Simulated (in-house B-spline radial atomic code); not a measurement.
A calculation on the tellurium ion Te²⁺: its settings, and results tabulated from the run. Method: non-relativistic B3LYP, spherical fractional occupations, point nucleus, inside a hard spherical wall at 9.06 bohr. Calculated with a B-spline radial code for spherical atoms.

Command:
```bash
python run_scf.py task.json out
```
Settings:
```
Z                52
configuration    [Ar] 3d10 4s2 4p5 4d10 5s2 5p2 5f1
hamiltonian      nr
method           b3lyp
spin_polarised   False
wall_radius      9.06
```

Output (hartree, bohr):
```
 radial grid: 48 intervals, B-splines of order 8, outer radius 9.06 bohr

 iter        energy (Eh)    residual
    1       -6598.668967    6.37e-01
    2       -6603.410017    4.16e-01
    3       -6608.017031    6.83e-02
    4       -6608.145554    1.98e-02
    5       -6608.149652    8.23e-03
    6       -6608.151226    1.51e-03
    7       -6608.151267    1.81e-04
    8       -6608.151264    9.23e-05
    9       -6608.151264    7.91e-06
   10       -6608.151264    2.55e-06
   11       -6608.151264    1.14e-07

 total energy                     -6608.15126
 kinetic                            6605.8299
 electron-nucleus                 -15637.1353
 Hartree                            2592.9530
 exact exchange                      -33.2542
 exchange-correlation               -136.5447

 orbital      occ     eigenvalue          <r>       <r^2>       <1/r>     <1/r^3>       r_max
 1s         2.000     -1121.2278    0.0292397  0.00114346     51.4695           -     0.01937
 2s         2.000      -169.6183     0.125982   0.0186372     11.8003           -       0.107
 2p         6.000      -159.1970     0.107367    0.014013     11.8061     4601.74     0.08371
 3s         2.000       -34.9814     0.335339    0.128308     4.29282           -      0.3054
 3p         6.000       -30.6096     0.325974    0.123045     4.21605     856.157      0.2919
 3d        10.000       -22.5079     0.296623    0.104016     4.08059     138.276      0.2383
 4s         2.000        -6.9710     0.788784     0.70206     1.74688           -      0.7253
 4p         5.000        -5.4183     0.826052    0.776482     1.64449     164.683      0.7463
 4d        10.000        -2.8326     0.937485     1.02459     1.40902     20.3359      0.7985
 5s         2.000        -1.4108      1.95368     4.27442     0.66332           -        1.76
 5p         2.000        -0.9932      2.22442     5.56766    0.577552     21.1931       1.971
 5f         1.000        -0.1030      4.78184     28.2179    0.362065    0.412556       6.062
```

Run time, properties included: 0.12 s on 1 thread of Arm Neoverse V1, on a shared host.

Caution: exact exchange at fractional occupations of open shells leaves self-interaction of up to several eV.
